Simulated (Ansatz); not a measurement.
Geometry optimisation, Ansatz, RKS PBE-D4/STO-3G.

input.yaml

```yaml
crystal:
  periodic: [false, false, false]
  atoms:
    - { symbol: C, position_ang: [0.1094, -2.574, 0.2214] }
    - { symbol: Si, position_ang: [1.0674, -1.0553, -0.2596] }
    - { symbol: C, position_ang: [0.8441, 0.3696, 0.904] }
    - { symbol: S, position_ang: [-0.7601, 1.0021, 0.9215] }
    - { symbol: C, position_ang: [-0.7575, 2.1139, -0.5137] }
    - { symbol: S, position_ang: [-2.3151, 3.0463, -0.6402] }
    - { symbol: H, position_ang: [0.2649, -3.3572, -0.477] }
    - { symbol: H, position_ang: [-0.9712, -2.2871, 0.1828] }
    - { symbol: H, position_ang: [0.3153, -2.8577, 1.2594] }
    - { symbol: H, position_ang: [0.7178, -0.6124, -1.6117] }
    - { symbol: H, position_ang: [2.4932, -1.4451, -0.2807] }
    - { symbol: H, position_ang: [1.5847, 1.1944, 0.7031] }
    - { symbol: H, position_ang: [1.0597, 0.0605, 1.9184] }
    - { symbol: H, position_ang: [0.0299, 2.8497, -0.3504] }
    - { symbol: H, position_ang: [-0.6047, 1.5415, -1.4144] }
    - { symbol: H, position_ang: [-3.1007, 1.9884, -0.5187] }
basis:
  gaussian: { orbitals: STO-3G }
hamiltonian:
  xc: pbe
  dispersion: d4
relax:
  f_tol: 0.015
  max_steps: 40
```

Launched with:

```bash
$ ansatz run input.yaml --threads 1 --pin off --max-ram 2048MiB --backend cpu --events-out ev --progress --plain --runs-dir out
```

Q: Where does it end, and by what steps?

A: The run converged. The force dipped under the threshold on the way, but the program's further checks kept it going. Limits of this set-up: minimal basis. After 12 steps the energy has fallen by 0.547 eV; H16 moved furthest, 0.52 Å.

```csv
step,energy less start (eV),largest force component (eV/Å),accepted
0,0.0000,3.951,yes
1,-0.4768,1.456,yes
2,-0.5342,0.339,yes
3,-0.5410,0.098,yes
4,-0.5431,0.065,yes
5,-0.5441,0.011,yes
6,-0.5452,0.041,yes
7,-0.5457,0.049,yes
8,-0.5463,0.037,yes
9,-0.5465,0.041,yes
10,-0.5466,0.008,yes
11,-0.5466,0.010,yes
12,-0.5467,0.010,yes
```

```xyz
16
Properties=species:S:1:pos:R:3
C -0.063 -2.373 0.158
Si 1.150 -1.008 -0.284
C 1.004 0.412 0.965
S -0.683 1.108 1.205
C -0.792 2.031 -0.393
S -2.437 2.771 -0.685
H -0.092 -3.156 -0.617
H -1.082 -1.965 0.267
H 0.206 -2.855 1.113
H 0.865 -0.521 -1.627
H 2.515 -1.521 -0.273
H 1.713 1.225 0.708
H 1.314 0.039 1.960
H -0.066 2.873 -0.400
H -0.509 1.358 -1.233
H -3.066 1.559 -0.819
```

Whether the end is a true minimum wasn't checked by a vibrational analysis.

The run took 41 s on 1 thread of Intel(R) Xeon(R) Platinum 8559C (Emerald Rapids), with other jobs on the host, peak memory 0.17 GiB.
